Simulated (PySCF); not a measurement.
# Ti(OH)₃, doublet: molecular constants

Computed with PySCF, UPBE0, basis Ti def2-SVP, O def2-SVP, H def2-SVP (no relativity, density fitting).

The structure is a minimum.

```xyz
7
charge 0 multiplicity 2, angstrom
Ti    0.0000    0.0000    0.0000
O     1.7809   -0.1633    0.0000
O    -0.7491    1.6240    0.0000
O    -1.0319   -1.4607    0.0000
H     2.5768   -0.6961    0.0000
H    -0.6856    2.5796    0.0000
H    -1.8912   -1.8836    0.0000
```

- Point group: C3h
- Bond lengths: O–H 0.958 Å (×3), Ti–O 1.788 Å (×3)
- Bond angles: H–O–Ti 151.4° (×3), O–Ti–O 120.0° (×3)
- Spin squared ⟨S²⟩: 0.754
- Rotational constants: 0.1926, 0.1926, 0.09632 cm⁻¹
- Lowest empty level (β): -0.65 eV
- Principal polarisabilities: 27.4, 40.9, 40.9 bohr³
- Principal quadrupole moments (Buckingham, traceless) about the centre of mass: -4.88, 2.44, 2.44 D Å
- Rotational symmetry number: 3
- Entropy at 298.15 K and 1 bar (electronic part: spin only): 340.0 J/(mol K)
- Dipole moment: 0.00 D
- Zero-point energy: 100.1 kJ/mol
- Heat capacity Cp at 298.15 K: 106.3 J/(mol K)
- Atomisation energy without zero-point energy: 2762 kJ/mol
- Highest occupied level (α): -5.12 eV
- Enthalpy at 298.15 K above 0 K: 21.85 kJ/mol

Harmonic modes (masses in u: Ti 47.948, O 15.995, H 1.008):
```json
{"symmetry": "a''", "ω (cm⁻¹)": "103", "IR (km/mol, summed over degenerate members)": "17.2", "μ (u)": "3.00"}
{"symmetry": "e'", "ω (cm⁻¹)": "174", "IR (km/mol, summed over degenerate members)": "75.5", "μ (u)": "2.37"}
{"symmetry": "a'", "ω (cm⁻¹)": "231", "IR (km/mol, summed over degenerate members)": "0.0", "μ (u)": "1.15"}
{"symmetry": "e'", "ω (cm⁻¹)": "308", "IR (km/mol, summed over degenerate members)": "439", "μ (u)": "1.67"}
{"symmetry": "e''", "ω (cm⁻¹)": "351", "IR (km/mol, summed over degenerate members)": "0.0", "μ (u)": "1.14"}
{"symmetry": "a''", "ω (cm⁻¹)": "411", "IR (km/mol, summed over degenerate members)": "373", "μ (u)": "1.49"}
{"symmetry": "a'", "ω (cm⁻¹)": "708", "IR (km/mol, summed over degenerate members)": "0.0", "μ (u)": "7.85"}
{"symmetry": "e'", "ω (cm⁻¹)": "818", "IR (km/mol, summed over degenerate members)": "504", "μ (u)": "9.97"}
{"symmetry": "e'", "ω (cm⁻¹)": "3994", "IR (km/mol, summed over degenerate members)": "635", "μ (u)": "1.07"}
{"symmetry": "a'", "ω (cm⁻¹)": "3999", "IR (km/mol, summed over degenerate members)": "0.0", "μ (u)": "1.07"}
```

In C3h the vibrations span 2a'' + 4e' + 3a' + e''. The a', e'' modes carry no infrared intensity, as symmetry demands.

Charges (e):
```tsv
atom	Mulliken	Löwdin	polar tensor	spin (Mulliken)	Mayer order to Ti1
Ti1	1.02	0.34	1.86	1.09	–
O2,3,4	-0.53	-0.19	-0.98	-0.03	1.09
H5,6,7	0.19	0.08	0.36	0.00	0.03
```
Other Mayer orders above 0.3: O–H 0.96 (×3).

Mulliken populations on Ti1: s 6.33, p 12.45, d 2.15, f 0.06.

Other isomers or separated fragments may lie lower. Other spin states or occupations of the open shell can lie lower.

The final relaxation and frequency run took 120 s on 2 threads of a shared Arm Neoverse N1 host, with 88 basis functions and 12 gradients; the process peaked at 1.5 GiB.
